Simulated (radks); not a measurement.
The barium ion Ba8+, configuration [Kr] 4d10 5s2. All-electron calculation, scalar-relativistic Kohn-Sham, PBEsol, spin-polarised, spherical densities, finite nucleus; Fermi nuclear charge, rms radius 4.8378 fm. Program: a radial shooting solver on a logarithmic mesh with Libxc functionals.

Unscreened Slater integrals over Kohn-Sham orbitals (hartree). They are taken over the spin-up orbitals. Empty in this configuration: 5p.

| integral | value |
|---|---|
| F0(5s,5s) | 0.61312 |
| F0(5s,4d) | 0.73682 |
| G2(5s,4d) | 0.091949 |
| F0(5s,4p) | 0.74909 |
| G1(5s,4p) | 0.064048 |
| F0(5s,4s) | 0.75556 |
| G0(5s,4s) | 0.045096 |
| F0(5s,5p) | 0.58411 |
| G1(5s,5p) | 0.39813 |
| F0(4d,4d) | 1.1449 |
| F2(4d,4d) | 0.58469 |
| F4(4d,4d) | 0.39123 |
| F0(4d,4p) | 1.1988 |
| F2(4d,4p) | 0.61589 |
| G1(4d,4p) | 0.78367 |
| G3(4d,4p) | 0.48966 |
| F0(4d,4s) | 1.2288 |
| G2(4d,4s) | 0.60531 |
| F0(4d,5p) | 0.68426 |
| F2(4d,5p) | 0.22194 |
| G1(4d,5p) | 0.067771 |
| G3(4d,5p) | 0.066881 |
| F0(4p,4p) | 1.2623 |
| F2(4p,4p) | 0.66357 |
| F0(4p,4s) | 1.2973 |
| G1(4p,4s) | 0.88369 |
| F0(4p,5p) | 0.69466 |
| F2(4p,5p) | 0.20444 |
| G0(4p,5p) | 0.043137 |
| G2(4p,5p) | 0.056571 |
| F0(4s,4s) | 1.3361 |
| F0(4s,5p) | 0.70022 |
| G1(4s,5p) | 0.057704 |
| F0(5p,5p) | 0.56004 |
| F2(5p,5p) | 0.30558 |
